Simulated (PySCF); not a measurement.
# Correlation energy of S²⁺ (sulfur, charge +2)

Starting occupation: [Ne] 3s2 3p2, 3p1/2 with m_j = -1/2, +1/2. All numbers are calculated (PySCF 2.14, X2C-1e with screened-nucleus spin-orbit coupling, Gaussian nucleus, in x2c-TZVPPall-2c). Frozen: [Ne]; 4 electrons correlated; the 6 highest virtual spinors left out.

MP2 pair energies summed by pair of shells (mhartree):

```json
{"pair": "3p-3s", "energy": "-45.71", "share (%)": "64.6"}
{"pair": "3s-3s", "energy": "-17.83", "share (%)": "25.2"}
{"pair": "3p-3p", "energy": "-7.19", "share (%)": "10.2"}
```

Total MP2 correlation energy: -70.74 mhartree.

The GHF reference relaxed away from the jj start to a determinant that is no pure jj level (⟨S²⟩ = 2.00, ⟨J²⟩ = 1.88); the energies belong to that determinant.
